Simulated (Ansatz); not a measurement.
Reaction (formal exchange of groups at the Se–Al bond): `C[Se][AlH][F]` + `[CH3][GaH2]` → `[CH3][GaH][Se]C` + `[F][AlH2]`

Gas-phase electronic energies from Ansatz, PBE0-D4/def2-TZVP geometries. CCSD(T)/CBS adds triple-zeta CCSD(T) − MP2 to the extrapolated MP2 energy (def2 sets, frozen cores). This one scheme is used for every species. Functionals use def2-TZVPP. HSE06 is defined as in plane-wave codes. For Ga, Se outer-core shells are correlated without core-valence functions, which leaves a few kJ/mol of doubt a bond. Scalar relativity is left out up to krypton. Each species was taken in one conformer, which may not be the lowest.

`C[Se][AlH][F]`:

Cartesian coordinates in Å:
```
C 0.051 -0.015 -1.432
Se -1.279 -0.655 -0.133
Al -0.123 -0.013 1.736
F -0.788 -0.309 3.214
H -0.431 0.717 -2.076
H 0.901 0.444 -0.929
H 0.389 -0.867 -2.018
H 1.280 0.698 1.638
```

`[CH3][GaH2]`:

```xyz
7

C     0.092    0.654   -0.618
Ga   -0.110   -0.789    0.701
H     0.511    1.534   -0.118
H     0.764    0.382   -1.433
H    -0.874    0.953   -1.031
H    -1.329   -0.783    1.698
H     0.946   -1.952    0.801
```

`[CH3][GaH][Se]C`:

Z-matrix (Å, degrees):
```
C
Ga 1 1.965
H 1 1.092 2 110.4
H 1 1.090 2 111.6 3 121.0
H 1 1.093 2 110.0 3 -118.4
Se 2 2.321 1 118.4 3 56.0
H 2 1.565 1 126.8 3 -124.1
C 6 1.961 2 100.0 1 -0.0
H 8 1.088 6 106.7 2 -179.9
H 8 1.087 6 110.5 2 61.2
H 8 1.088 6 110.5 2 -61.1
```

`[F][AlH2]`:

Cartesian coordinates in Å:
```
F -0.166 -0.571 -1.480
Al 0.005 0.020 0.051
H -0.491 -0.898 1.231
H 0.652 1.449 0.197
```

```csv
level,ΔE (kJ/mol)
revPBE-D4,-0.5
BLYP-D4,-4.8
HSE06-D4,1.8
LC-ωPBE,6.9
```

(1) What does CCSD(T)/CBS give? (Estimate.)

Largest T1 diagnostic among the species: 0.012.

Answers

(1) Computed: -1.6 kJ/mol. The listed levels differ from it by 1.1, -3.2, 3.4, 8.5 kJ/mol.

The D4 term adds −4.6 kJ/mol with B3LYP and −2.8 kJ/mol with PBE0; it sums over pairs of atoms, weighted by their polarisabilities, and B3LYP, whose exchange is more repulsive, gets the larger term. In def2-TZVPP, CCSD(T) changes the Hartree–Fock value by −4.3 kJ/mol (the triples alone add −1.0 kJ/mol) and MP2 by −5.9 kJ/mol. Leaving LDA and LC-ωPBE aside and taking each functional with its dispersion term where it has one, the values, not all of them listed here, spread over 7.7 kJ/mol, from BLYP-D4 to r2SCAN0-D4.

B3LYP here is the variant with VWN-RPA as its local correlation; programs differ in this.
